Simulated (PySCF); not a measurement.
Si(H)(Cl)2(OMe) (CH4Cl2OSi), SMILES CO[SiH](Cl)Cl.

Coordinates come from a PBE0-D3(BJ)/def2-SVP optimisation. Other conformers were not sampled.

The numbers are results of PBE0-D3(BJ)/def2-SVP (PySCF 2.14.0), not measurements.

Frequencies are harmonic and unscaled.

| mode | ν (cm⁻¹) | IR (km/mol) | moving atoms (share of kinetic energy) |
|---|---|---|---|
| 1 | 43 | 3.4 | O 36 %, C 24 %, H 23 %, Cl 10 % |
| 2 | 94 | 0.1 | H 97 % |
| 3 | 136 | 3.3 | C 36 %, Cl 35 %, H 21 % |
| 4 | 172 | 2.3 | Cl 72 %, Si 13 %, O 9 % |
| 5 | 275 | 12.9 | Cl 34 %, O 25 %, Si 17 %, C 16 % |
| 6 | 317 | 13.7 | O 51 %, Si 21 %, Cl 18 % |
| 7 | 525 | 54.9 | Cl 49 %, Si 43 % |
| 8 | 614 | 135.0 | Si 57 %, Cl 35 % |
| 9 | 780 | 13.2 | H 46 %, O 24 %, Si 16 %, C 14 % |
| 10 | 825 | 183.3 | H 88 %, Si 10 % |
| 11 | 852 | 212.9 | H 54 %, Si 32 % |
| 12 | 1175 | 100.6 | H 56 %, C 25 %, O 18 % |
| 13 | 1179 | 13.1 | H 74 %, C 19 % |
| 14 | 1230 | 259.4 | O 45 %, C 28 %, H 25 % |
| 15 | 1473 | 2.6 | H 90 %, C 8 % |
| 16 | 1476 | 9.2 | H 96 % |
| 17 | 1480 | 4.5 | H 94 % |
| 18 | 2305 | 94.9 | H 97 % |
| 19 | 3034 | 56.5 | H 97 % |
| 20 | 3123 | 22.9 | H 90 %, C 10 % |
| 21 | 3161 | 15.9 | H 90 %, C 10 % |
